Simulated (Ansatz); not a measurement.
`[SiH3][Zn][GaH2]` + H₂O → `[OH][Zn][SiH3]` + `[GaH3]`  (formal hydrolysis of a Zn–Ga bond)

Calculated with Ansatz (gas phase, PBE0-D4/def2-TZVP geometries, no zero-point term in ΔE). CCSD(T)/CBS adds triple-zeta CCSD(T) − MP2 to the extrapolated MP2 energy (def2 sets, frozen cores). This one scheme is used for every species. DFT in def2-TZVPP. B3LYP here is the variant with VWN-RPA as its local correlation; programs differ in this. For Ga, Zn outer-core shells are correlated without core-valence functions, which leaves a few kJ/mol of doubt a bond. Scalar relativity is left out up to krypton. Each species was taken in one conformer, which may not be the lowest.

| level | ΔE (kcal/mol) |
| --- | --- |
| ωB97X-V | -4.0 |
| B3LYP | -2.3 |
| CCSD(T)/def2-SVP | -0.1 |
| MP2/CBS(def2) | -4.2 |

Q: What does CCSD(T)/CBS give? (Estimate.)

A: Computed: -2.2 kcal/mol. The listed levels differ from it by -1.8, -0.1, 2.1, -2.0 kcal/mol.

Largest T1 diagnostic among the species: 0.016.

From r2SCAN to r2SCAN0 (25 % exact exchange), in def2-TZVPP and without D4, ΔE moves by +1.8 kcal/mol. Leaving LDA and LC-ωPBE aside and taking each functional with its dispersion term where it has one, the values, not all of them listed here, spread over 5.2 kcal/mol, from B97M-V to HSE06-D4. LDA lies −1.5 kcal/mol from PBE without D4.

CCSD(T)/CBS has its own doubt, a few kJ/mol and more with outer-core shells, so smaller differences from it don't rank the levels.
